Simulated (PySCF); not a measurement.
## Run times: tin in x2c-TZVPPall-2c with one added diffuse shell each of s, p, d, f type

Measured wall times of calculations with PySCF 2.14 in x2c-TZVPPall-2c with one added diffuse shell each of s, p, d, f type (9s10p6d3f, 90 functions), with two-component X2C-1e, run from one Python driver. Hardware: 4 threads of Neoverse-V2 on a shared host, 12 GiB allowed. The two-electron integrals over 90 functions were computed once and kept in memory (2.6 CPU seconds with the set-up); the times below exclude them.

Launch command (the driver calls PySCF for each step listed in the task file):

```bash
OMP_NUM_THREADS=4 python sorun2.py TASK.json OUT
```

```csv
species,step,iterations,wall time (s)
Sn⁺ [Kr] 4d10 5s2 5p1,"GHF, screened spin-orbit",11,1.1
Sn⁺ [Kr] 4d10 5s2 5p1,"GMP2 (13 electrons), screened spin-orbit",,0.52
Sn²⁺ [Kr] 4d10 5s2,"GHF, screened spin-orbit",6,0.72
Sn²⁺ [Kr] 4d10 5s2,"GMP2 (12 electrons), screened spin-orbit",,0.18
Sn²⁺ [Kr] 4d10 5s2,"GCCSD(T) (12 electrons, 102 virtual spinors), screened spin-orbit",,220
```

Roughly how long does GCCSD(T) (13 electrons, 110 virtual spinors), screened spin-orbit take for Sn⁺ [Kr] 4d10 5s2 5p1 here?

About 400 s.

Peak memory of the process: 9.6 GiB. Times on a shared host vary from run to run.
